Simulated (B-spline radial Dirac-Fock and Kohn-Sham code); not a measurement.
Se: computed levels beside tabulated edges

The computed values come from a radial B-spline solver: ΔSCF Dirac-Fock with Breit, self-energy and vacuum polarisation, finite nucleus, configuration average. Correlation energy is missing from these numbers.

Two models are given for [Ar] 3d10 4s2 4p4. In the first the electron is removed to infinity. In the second it is placed in the 4p shell, so that the atom stays neutral; this mimics a hole screened by valence charge, or the onset of absorption below the ionisation limit. The tabulated edges (Elam, Ravel and Sieber, Radiat. Phys. Chem. 63, 121 (2002)) refer to the element in its standard state, with the Fermi level as zero for a metal.

| level | ionised (eV) | screened (eV) | tabulated (eV) | ionised − table | screened − table |
| --- | --- | --- | --- | --- | --- |
| 1s | 12664.7 | 12653.2 | 12658.0 | +6.7 | -4.8 |
| 2s | 1667.8 | 1656.3 | 1652.0 | +15.8 | +4.3 |
| 2p1/2 | 1484.3 | 1472.8 | 1474.3 | +10.0 | -1.5 |
| 3s | 242.1 | 230.6 | 229.6 | +12.5 | +1.0 |
| 3p1/2 | 178.5 | 167.1 | 166.5 | +12.0 | +0.6 |
| 3d3/2 | 62.92 | 51.53 | 55.50 | +7.4 | -4.0 |
| 3d5/2 | 62.08 | 50.68 | 54.60 | +7.5 | -3.9 |

The screened model lies closer: the mean absolute deviations are 10.3 eV (ionised) and 2.9 eV (screened). Screening lowers the levels by 11.5 eV on average.
